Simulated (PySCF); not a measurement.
B3LYP has the VWN-RPA correlation part, as in Gaussian. Delta-SCF ions had no search for a lower state. Excitations are Tamm–Dancoff values on a coarser integration grid. The basis has no diffuse functions, so Rydberg states are missing or too high.

**aluminium nitride flake of 4 rings (pyrene shape) `[NH]1[AlH][N]2[AlH][NH][Al]3[NH][AlH][NH][Al]4[NH][AlH][N]([AlH]1)[Al]2[N]34` (charge 0, multiplicity 1)**

Level of theory: PySCF 2.14.0 with B3LYP-D3(BJ)/def2-SVP.

| Quantity | Value |
|---|---|
| HOMO | -6.55 eV |
| dipole moment | 1.62 D |
| LUMO | -0.89 eV |
| HOMO–LUMO gap | 5.66 eV |
| S1 excitation (TDA) | 4.87 eV |
| S1 oscillator strength | 0.000 |
| T1 excitation (TDA) | 4.72 eV |
| S1–T1 gap (TDA) | 0.15 eV |
| vertical ionisation energy (Delta-SCF) | 8.00 eV |
| total energy | -2383.4961 Ha |
| cost | about 50 core-minutes (a rough figure) |

Bond lengths (Å): N1–Al2 1.794, N1–Al14 1.794, N1–H17 1.019, Al2–N3 1.803, Al2–H18 1.581, N3–Al4 1.804, N3–Al15 1.815, Al4–N5 1.791, Al4–H19 1.581, N5–Al6 1.794, N5–H20 1.019, Al6–N7 1.797, Al6–N16 1.803, N7–Al8 1.793, N7–H21 1.019, Al8–N9 1.793, Al8–H22 1.581, N9–Al10 1.797, N9–H23 1.019, Al10–N11 1.794, Al10–N16 1.803, N11–Al12 1.791, N11–H24 1.019, Al12–N13 1.804, Al12–H25 1.581, N13–Al14 1.803, N13–Al15 1.815, Al14–H26 1.581, Al15–N16 1.804. Bond angles (°): Al2–N1–Al14 124.5, Al2–N1–H17 117.7, Al14–N1–H17 117.7, N1–Al2–N3 117.2, N1–Al2–H18 120.8, N3–Al2–H18 122.0, Al2–N3–Al4 119.1, Al2–N3–Al15 120.6, Al4–N3–Al15 120.3, N3–Al4–N5 117.6, N3–Al4–H19 121.8, N5–Al4–H19 120.6, Al4–N5–Al6 123.8, Al4–N5–H20 117.3, Al6–N5–H20 118.9, N5–Al6–N7 123.5, N5–Al6–N16 117.6, N7–Al6–N16 118.9, Al6–N7–Al8 124.6, Al6–N7–H21 117.7, Al8–N7–H21 117.8, N7–Al8–N9 114.0, N7–Al8–H22 123.0, N9–Al8–H22 123.0, Al8–N9–Al10 124.6, Al8–N9–H23 117.7, Al10–N9–H23 117.7, N9–Al10–N11 123.5, N9–Al10–N16 118.9, N11–Al10–N16 117.6, Al10–N11–Al12 123.9, Al10–N11–H24 118.9, Al12–N11–H24 117.3, N11–Al12–N13 117.6, N11–Al12–H25 120.6, N13–Al12–H25 121.8, Al12–N13–Al14 119.1, Al12–N13–Al15 120.3, Al14–N13–Al15 120.6, N1–Al14–N13 117.2, N1–Al14–H26 120.8, N13–Al14–H26 122.0, N3–Al15–N13 119.8, N3–Al15–N16 120.1, N13–Al15–N16 120.1, Al6–N16–Al10 119.0, Al6–N16–Al15 120.5, Al10–N16–Al15 120.5.
Charge 0, spin multiplicity 1.
